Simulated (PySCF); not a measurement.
## BiCl3 at several levels of theory

Computed with PySCF 2.14.0 (density fitting, no spin-orbit coupling) at the geometry relaxed with r2SCAN:

```xyz
4
BiCl3 (singlet)
Bi    0.0000    0.0000    0.5263
Cl    2.1745    0.0000   -0.6447
Cl   -1.0873    1.8832   -0.6447
Cl   -1.0873   -1.8832   -0.6447
```

```
 level                                  basis    state  HOMO (eV)  gap (eV)  charge on Bi1 (e)  dipole about the centre of mass (D)  largest force component (eV/Å)
r2SCAN    Bi def2-SVP with ECP60, Cl def2-SVP  singlet      -7.76      4.73               0.95                                 4.08                            0.02
  BP86                               the same  singlet      -7.45      4.26               0.83                                 3.76                            0.25
   PBE                               the same  singlet      -7.33      4.27               0.83                                 3.77                            0.21
  TPSS                               the same  singlet      -7.51      4.45               0.90                                 3.97                            0.18
r2SCAN  Bi def2-TZVP with ECP60, Cl def2-TZVP  singlet      -7.96      4.81               1.05                                 3.97                            0.53
r2SCAN           Bi x2c-SVPall, Cl x2c-SVPall  singlet      -7.76      4.72               0.96                                 4.07                            0.82
```

Charges are Mulliken's, which hang on the basis. The relaxation used the grid (50, 194), these runs (75, 302) or, all-electron (x2c bases, spin-free X2C Hamiltonian), (99, 590).

What does wB97X with Bi def2-SVP with ECP60, Cl def2-SVP give here?

state singlet, HOMO (eV) -10.74, gap (eV) 10.24, charge on Bi1 (e) 1.00, dipole about the centre of mass (D) 4.43, largest force component (eV/Å) 0.32. Time: 3.5 s on 2 threads of Intel(R) Xeon(R) CPU @ 2.60GHz (Ice Lake) (shared host), from an already converged density.

In the first row's basis the gap widens with exact exchange: 4.3 to 4.7 eV for BP86, PBE, TPSS, r2SCAN (none); 10.2 eV for wB97X (rising or full at long range).

No frequency check is given that shows the relaxed geometry to be a minimum.
